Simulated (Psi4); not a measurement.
Input for Psi4:
```
memory 2 GB

molecule {
0 2
O    -1.19502904   -0.51179322    0.02875724
S    -0.14028508    0.46479902    0.00071897
F     1.31164375   -0.37138205   -0.02684017
}

set {
  basis 3-21g
  reference uks
}

energy('b3lyp')
print_variables()
```

What is the computed dipole moment (B3LYP/3-21G in Psi4)?

1.83 D

Estimate the total energy that B3LYP/3-21G returns for this input.

-570.2075 Eh

Predict the nuclear repulsion energy from B3LYP/3-21G.

107.7589 Eh

Estimate the number of basis functions that B3LYP/3-21G returns for this input.

31

These values belong to the state on which the SCF converged, which isn't shown to be the lowest.
